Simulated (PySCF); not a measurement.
Gas-phase reaction: 2 GaH2Cl + 3 Cl2 = 2 GaCl2 + 4 HCl

Method: PySCF energies (xtb for GFN2) plus ideal-gas RRHO corrections (1 bar). † marks an energy on the PBE0/def2-TZVP geometry and frequencies; other levels use their own. CCSD(T) freezes the core. 6-31G* has spherical d functions here. Open shells (unrestricted): GaCl2 (multiplicity 2); the rest are closed-shell singlets. GFN2 has no spin-polarisation term. Ga: all electrons, no relativistic terms. GaH2Cl, GaCl2: computed as isolated molecules; such fragments, hydroxides, amides, oligomers or adducts are transient or little studied in the gas. CCSD(T) isn't extrapolated to the basis-set limit; its ΔH°(298 K) is -607.6 kJ in def2-SVP and -558.7 kJ in def2-TZVPP. The harmonic model lacks anharmonicity and excited electronic states, which grow with temperature; levels with a mode under 35 cm⁻¹ are left out. Soft modes under 120 cm⁻¹ make the harmonic entropy rough for GaCl2.

```
level                ΔE electronic, kJ  ΔH°(298 K), kJ  ΔS°(298 K), J/K  ΔG°(600 K), kJ
-------------------  -----------------  --------------  ---------------  --------------
BLYP/def2-TZVP†                   -529            -522              155            -616
CCSD(T)/def2-SVP†                 -615            -608              155            -702
CCSD(T)/def2-TZVPP†               -566            -559              155            -653
GFN2-xTB                          -406            -399              159            -495
HF/6-31G*                         -658            -649              153            -742
HF/def2-TZVP†                     -659            -652              155            -746
M06-2X/def2-TZVP†                 -572            -565              155            -659
PBE0/def2-TZVP                    -546            -539              155            -633
LDA/def2-TZVP†                    -487            -480              155            -574
ωB97M-V/def2-TZVP†                -533            -526              155            -620
ωB97X-V/def2-TZVP†                -523            -516              155            -610
```
ΔH° is lowest at HF/def2-TZVP† and highest at GFN2-xTB. No reference value is set beside these.
